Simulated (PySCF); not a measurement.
## How methods differ on the ionisation energy of Rb²¹⁺

Rb²¹⁺ [Ne] 3s2 3p4 (3P) → Rb²²⁺ [Ne] 3s2 3p3 (4S), as a difference of total energies. Calculation: PySCF 2.14, in an even-tempered Gaussian basis (18 s from 1.9 bohr⁻², ratio 2.5; 12 p from 2.4 bohr⁻², ratio 2.5; 5 d from 13 bohr⁻², ratio 2.7; 4 f from 20 bohr⁻², ratio 2.7); the spin-free X2C one-electron Hamiltonian (Gaussian nucleus). Correlated levels: outer shells: 1s2 frozen; virtual orbitals above 40 to 60 times the deepest correlated orbital energy dropped. The calculations carry no spin-orbit coupling.

| method | ionisation energy (eV) |
| --- | --- |
| UHF | 956.87 |
| MP2 (outer shells) | 957.89 |
| SCS-MP2 (outer shells) | 957.90 |
| CCSD (outer shells) | 957.86 |
| CCSD(T) (outer shells) | 957.87 |

Problem. How much does correlation contribute at CCSD(T) (outer shells)?

Solution. 957.87 − (956.87) = 1.00 eV, measured against UHF.

Spin-orbit coupling is strong in these open shells (close to jj coupling). The scalar numbers leave it out and a first-order estimate fails, so it can dominate the gap to the real levels.

Breit and QED terms and the two-electron picture change are absent.

For comparison: 958.9 ± 1.4 eV (semi-empirical (NIST evaluation); NIST Atomic Spectra Database, ionization energies).
